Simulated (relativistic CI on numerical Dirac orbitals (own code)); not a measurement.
## Hyperfine structure of Fe VI, mass number 57

Computed by Dirac-Coulomb-Breit CI, KLI orbitals optimised for each configuration, model QED, valence Slater integrals scaled by 0.85, P86 correlation energy added to each configuration (own radial code, finite nucleus).

Configurations in the expansion (outside the closed core [Ne]): 3s2.3p6.3d3, 3s2.3p6.3d2.4s, 3s2.3p5.3d4, 3s2.3p6.3d2.4p, 3s2.3p6.3d2.4d, 3s.3p6.3d4, 3s2.3p6.3d2.5s, 3s2.3p6.3d2.4f, 3s2.3p6.3d2.5p, 3s2.3p6.3d2.5d, 3s2.3p6.3d2.5f, 3s2.3p6.3d2.5g, 3s2.3p6.3d.4s.4p, 3s2.3p5.3d3.4s, 3s2.3p6.3d.4s2, 3s2.3p6.4s2.4p, 3s2.3p6.4s2.4d, 3s2.3p6.4s2.5s. Double excitations out of closed p, d and f shells are left out; levels of such configurations are missing from the list, as are those of other unlisted configurations, and high levels can miss mixing partners.

Nuclear spin I = 1/2, μ = 0.09064 μN (tables of Stone and Pyykkö). The electronic factors are computed for point nuclear moments, without core polarisation or the Bohr-Weisskopf and QED corrections.

```json
{"Level": "3s2.3p6.3d3 4F_3/2", "E (cm⁻¹)": "0.0", "A (MHz)": "179"}
{"Level": "3s2.3p6.3d3 4F_5/2", "E (cm⁻¹)": "493.0", "A (MHz)": "111"}
{"Level": "3s2.3p6.3d3 4F_7/2", "E (cm⁻¹)": "1145.4", "A (MHz)": "91.44"}
{"Level": "3s2.3p6.3d3 4F_9/2", "E (cm⁻¹)": "1929.5", "A (MHz)": "86.74"}
{"Level": "3s2.3p6.3d3 4P_1/2", "E (cm⁻¹)": "18393.6", "A (MHz)": "-96.7"}
{"Level": "3s2.3p6.3d3 4P_3/2", "E (cm⁻¹)": "18593.9", "A (MHz)": "80.9"}
{"Level": "3s2.3p6.3d3 4P_5/2", "E (cm⁻¹)": "19238.5", "A (MHz)": "43.04"}
{"Level": "3s2.3p6.3d3 2G_7/2", "E (cm⁻¹)": "19628.7", "A (MHz)": "136.2"}
```

Levels with J = 0, under 50 % of one LS term, or S terms without an open s electron are left out. Small factors come from cancelling terms and can be off by tens of per cent or more.

At this charge configurations can still be misplaced by up to about 7 % of their energy. 48 of the 48 excited levels that our extract of the measured tables holds in this range could be paired (the sources list more); they are missed by 3556 cm⁻¹ on average and 6665 at most, and levels without a partner can miss by more.

Task: Give the hyperfine levels of 3s2.3p6.3d3 4F_3/2 relative to its centre of gravity.

Result: With K = F(F + 1) − I(I + 1) − J(J + 1), E = AK/2: F = 1: -223.8, F = 2: 134.3 MHz.
